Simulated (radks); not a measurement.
Values are calculated unless marked as measured or tabulated.
Spherical jellium clusters: N electrons in a uniform positive sphere of charge N and radius rs N^(1/3), rs = 2.27 bohr. Level of theory: non-relativistic Kohn-Sham, PBEsol, spin-polarised, spherical densities (a radial shooting solver with Libxc functionals). Levels are named by radial order and angular momentum (1s, 1p, 1d, 2s, ...), and open shells are averaged over m.

N = 15, configuration 1s2 1p6 1d(up 5, down 1) 2s(up 1, down 0). This is the lowest configuration that the search found. Occupied and some empty levels:

| level | occupation | eigenvalue (eV) | <r> (bohr) |
|---|---|---|---|
| 1s up | 1 | -10.454 | 3.499 |
| 1s down | 1 | -9.6938 | 3.487 |
| 1p up | 3 | -7.5861 | 4.378 |
| 1p down | 3 | -6.7991 | 4.316 |
| 1d up | 5 | -4.3524 | 5.138 |
| 2s up | 1 | -3.7001 | 4.929 |
| 1d down | 1 | -3.4794 | 5.126 |
| 2s down | 0 | -2.7412 | 5.227 |
| 1f up | 0 | -1.0341 | 6.230 |
| 2p up | 0 | -1.0150 | 7.711 |
| 1f down | 0 | -0.19288 | 6.640 |

Energy (eV): total -9.79322, kinetic 70.374, external -1250.8, Hartree 599.34, exchange-correlation -84.854, background 656.19.

Electron density:

| r (bohr) | n(r) (e/bohr^3) |
|---|---|
| 0.194 | 0.02087 |
| 0.683 | 0.02058 |
| 1.17 | 0.02021 |
| 1.66 | 0.02007 |
| 2.15 | 0.02033 |
| 2.64 | 0.02079 |
| 3.12 | 0.02095 |
| 3.61 | 0.02023 |
| 4.10 | 0.01823 |
| 4.59 | 0.01504 |
| 5.08 | 0.01124 |
| 5.57 | 0.007592 |
| 6.05 | 0.004723 |
| 6.54 | 0.002782 |
| 7.03 | 0.001578 |
| 7.52 | 0.0008708 |
| 8.01 | 0.0004745 |
| 8.49 | 0.0002571 |
| 8.98 | 0.0001393 |
| 9.47 | 0.00007555 |
